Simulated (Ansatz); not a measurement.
`SS[SiH2]Cl`. Total charge 0; spin multiplicity 1.

| atom | x (Å) | y (Å) | z (Å) |
| --- | --- | --- | --- |
| S1 | 1.448 | 1.202 | -1.127 |
| S2 | 1.368 | 0.233 | 0.694 |
| Si3 | -0.716 | -0.202 | 0.685 |
| Cl4 | -1.191 | -1.568 | -0.770 |
| H5 | 1.608 | 0.113 | -1.902 |
| H6 | -1.022 | -0.802 | 2.005 |
| H7 | -1.495 | 1.023 | 0.415 |

Task: List the harmonic frequencies (cm⁻¹, unscaled) at PBE0-D4/def2-TZVP in Ansatz. (An estimate is asked.)

Result: Ansatz gave: 67, 134, 196, 274, 479, 527, 554, 579, 712, 840, 893, 921, 2245, 2274, 2678.

Task: Is this a minimum?

Result: Yes, all 15 modes are real.

Task: Give the ideal-gas thermochemistry at 298.15 K and 1 bar (rigid rotor, harmonic oscillator; point group C1, symmetry number 1).

Result: Zero-point energy 80.0 kJ/mol; H(298) − E = 99.3 kJ/mol; entropy 345.2 J/(mol·K), of which translation 169.6, rotation 117.3, vibration 58.3; G(298) − E = -3.6 kJ/mol. Modes under 100 cm⁻¹ are hindered rotations or soft bends, so the harmonic entropy is rough.

Task: And at 400, 500, 600, 800 and 1000 K?

Result: 
| T (K) | H − E (kJ/mol) | S (J/mol/K) | G − E (kJ/mol) |
| --- | --- | --- | --- |
| 400 | 109.6 | 374.8 | -40.3 |
| 500 | 120.7 | 399.6 | -79.1 |
| 600 | 132.6 | 421.2 | -120.2 |
| 800 | 157.9 | 457.5 | -208.2 |
| 1000 | 184.8 | 487.5 | -302.7 |
